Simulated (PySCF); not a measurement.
Excited states of `CC/C(C)=C/C=C1CC1`, C$_{9}$H$_{14}$

Method: TDA BHandHLYP/def2-SVP excited states, vertical, gas phase (PySCF). Geometry: GFN2-xTB.

Input:
```
{"job": {"kind": "states", "xc": "BHandHLYP", "basis": "def2-SVP", "tda": true, "soc": true, "nstates": 5, "ntriplets": 4, "nquad": 4}, "charge": 0, "multiplicity": 1}
C     -3.202502    -0.902535    -0.092703
C     -1.885283    -1.540411    -0.540325
C     -0.835451    -0.495534    -0.792169
C     -1.019968     0.341127    -2.026320
C      0.173155    -0.313063     0.066763
C      1.215591     0.682919    -0.054241
C      2.174022     0.827809     0.841798
C      2.779655     0.398768     2.102870
C      3.372119     1.536417     1.290970
H     -3.956128    -1.667601     0.080052
H     -3.053181    -0.348298     0.831066
H     -3.574991    -0.216199    -0.849323
H     -2.059210    -2.113685    -1.455271
H     -1.542813    -2.231644     0.231952
H     -0.101214     0.382665    -2.609118
H     -1.804232    -0.071699    -2.656102
H     -1.294284     1.362442    -1.762207
H      0.244789    -0.948177     0.940503
H      1.195940     1.336000    -0.916570
H      2.278873     0.638161     3.031247
H      3.313646    -0.541351     2.133821
H      3.270525     2.545147     1.668366
H      4.306188     1.365726     0.772660
```
Coordinates are in Å.

Command: `OMP_NUM_THREADS=1 python excited_run.py task.json out`

Q: What does the run print?

A: H and L stand for HOMO and LUMO.
```
coarse grid: 18456 points
cycle   1  E = -350.7341066742  dE =  1.496e+00  |g| = 3.504e-01  |ddm| = 4.911e+00
cycle   2  E = -350.7667925379  dE = -3.269e-02  |g| = 1.864e-01  |ddm| = 7.298e-01
cycle   3  E = -350.7758026534  dE = -9.010e-03  |g| = 5.454e-02  |ddm| = 3.297e-01
cycle   4  E = -350.7765766630  dE = -7.740e-04  |g| = 2.029e-02  |ddm| = 7.952e-02
cycle   5  E = -350.7766784449  dE = -1.018e-04  |g| = 3.361e-03  |ddm| = 2.340e-02
cycle   6  E = -350.7766817908  dE = -3.346e-06  |g| = 7.910e-04  |ddm| = 5.246e-03
final grid: 176080 points
cycle   7  E = -350.8260460204  dE = -3.052e-05  |g| = 3.431e-03  |ddm| = 3.261e-02
cycle   8  E = -350.8260471910  dE = -1.171e-06  |g| = 2.837e-03  |ddm| = 7.616e-03
cycle   9  E = -350.8260492773  dE = -2.086e-06  |g| = 3.832e-04  |ddm| = 3.284e-03
cycle  10  E = -350.8260493073  dE = -2.997e-08  |g| = 1.947e-04  |ddm| = 6.335e-04
cycle  11  E = -350.8260493172  dE = -9.865e-09  |g| = 1.952e-05  |ddm| = 2.418e-04
cycle  12  E = -350.8260493173  dE = -1.039e-10  |g| = 9.202e-06  |ddm| = 3.797e-05
converged SCF energy = -350.8260493173

Singlet excitations
state   eV       nm        f     d(h-e)  d(exc)  Lambda  PR(NTO)  |dmu|/D   mu/D   main configurations
  1   5.8256   212.8   1.31658   0.563   3.299   0.829   1.081    1.840    2.045   H->L 0.95
  2   6.6865   185.4   0.00091   1.100   3.041   0.542   1.027    3.652    3.437   H-1->L 0.93
  3   7.2704   170.5   0.00256   1.929   4.104   0.333   1.025    7.503    7.267   H->L+1 0.93
  4   7.5146   165.0   0.00630   0.432   3.489   0.462   1.056    1.407    1.493   H->L+3 0.52, H->L+2 0.28, H->L+4 0.11
  5   7.5567   164.1   0.00050   1.552   3.263   0.370   1.050                     H-3->L 0.91

Triplet excitations (Tamm-Dancoff)
state   eV     d(h-e)  d(exc)  Lambda  PR(NTO)   main configurations
  1   2.9932   0.100   2.781   0.817   1.108   H->L 0.91
  2   5.0304   0.032   2.172   0.683   2.001   H-2->L 0.50, H->L+4 0.23, H->L+3 0.10
  3   6.2323   1.068   2.964   0.540   1.026   H-1->L 0.91
  4   7.1552   1.876   4.040   0.336   1.036   H->L+1 0.91
S1 - T1 = 2.8324 eV

Spin-orbit couplings |<S|Hso|T>| (cm-1)
             T1       T2       T3       T4
S0        0.037    0.134    8.382    2.917
S1        0.016    0.115    3.304    0.422
S2        2.519    1.971    0.094    0.127
S3        0.453    0.915    0.400    0.097
S4        0.927    0.753    0.643    0.365
S5        1.539    0.462   11.560    0.088
T1 sublevels (cm-1): 0.000 0.000 0.000   radiative rates (1/s): 0.00179 2.48e-05 0.0122
```

States above about 6.7 eV (minus the energy of the highest occupied orbital) lie near or above the ionisation threshold and depend on the basis.

It took 39 s wall time on 1 thread of an Intel Xeon 6975P-C, shared host, peak memory 0.85 GiB.
